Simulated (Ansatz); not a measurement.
Computed with Ansatz on PBE0-D4/def2-TZVP structures; ΔE is electronic, products minus reactants. CCSD(T)/CBS adds triple-zeta CCSD(T) − MP2 to the extrapolated MP2 energy (def2 sets, frozen cores). This one scheme is used for every species. DFT in def2-TZVPP. B3LYP here is the variant with VWN-RPA as its local correlation; programs differ in this. Each species was taken in one conformer, which may not be the lowest.

Reaction (ligand exchange at the Si–N bond): `B[SiH2]N[SiH2]F` + HCl → `B[SiH2]Cl` + `N[SiH2]F`

`B[SiH2]N[SiH2]F`:

```xyz
12

B     1.585    0.503    0.424
Si    0.696   -0.301   -1.207
N    -0.969   -0.484   -0.671
Si   -1.386   -0.003    0.896
F    -0.184    1.033    1.303
H     2.055    1.600    0.402
H     1.906   -0.224    1.319
H     1.270   -1.621   -1.604
H     0.704    0.538   -2.440
H    -1.687   -0.730   -1.334
H    -1.321   -1.043    1.948
H    -2.670    0.732    0.963
```

HCl:

Cartesian coordinates in Å:
```
Cl -0.489 0.410 -0.042
H 0.489 -0.410 0.042
```

`B[SiH2]Cl`:

Z-matrix (Å, degrees):
```
Si
Cl 1 2.064
B 1 2.003 2 113.7
H 1 1.488 2 107.4 3 122.1
H 1 1.488 2 107.4 3 -121.7
H 3 1.193 1 123.6 2 -0.9
H 3 1.197 1 118.0 2 179.3
```

`N[SiH2]F`:

```xyz
7

N     0.475    0.710    0.607
Si   -0.289   -0.360   -0.464
F    -0.675   -1.781    0.173
H    -0.038    1.223    1.304
H     1.447    0.616    0.851
H     0.645   -0.655   -1.572
H    -1.566    0.248   -0.897
```

| level | ΔE (kJ/mol) | difference from CCSD(T)/CBS |
| --- | --- | --- |
| PBE-D4 | -47.3 | 1.2 |
| BLYP-D4 | -47.9 | 0.6 |
| r2SCAN-D4 | -47.7 | 0.8 |
| B97M-V | -49.9 | -1.4 |
| B3LYP-D4 | -49.7 | -1.2 |
| CAM-B3LYP-D4 | -47.3 | 1.2 |
| ωB97X-V | -49.3 | -0.8 |
| B2PLYP | -55.0 | -6.5 |
| r2SCAN | -49.8 | -1.3 |
| B3LYP | -61.6 | -13.1 |
| BHLYP | -61.1 | -12.6 |
| CAM-B3LYP | -54.1 | -5.6 |
| MP2/def2-SVP | -33.4 | 15.1 |
| CCSD/def2-TZVPP | -48.6 | -0.1 |
| HF/def2-QZVPP | -75.6 | -27.1 |
| MP2/def2-QZVPP | -48.4 | 0.1 |
| CCSD(T)/CBS | -48.5 | 0 |

Largest T1 diagnostic among the species: 0.012.

The D4 term adds +11.9 kJ/mol with B3LYP and +6.5 kJ/mol with PBE0; it sums over pairs of atoms, weighted by their polarisabilities, and B3LYP, whose exchange is more repulsive, gets the larger term. Leaving LDA and LC-ωPBE aside and taking each functional with its dispersion term where it has one, the values, not all of them listed here, spread over 9.1 kJ/mol, from B2PLYP to revPBE-D4. LDA lies +24.5 kJ/mol from PBE without D4.
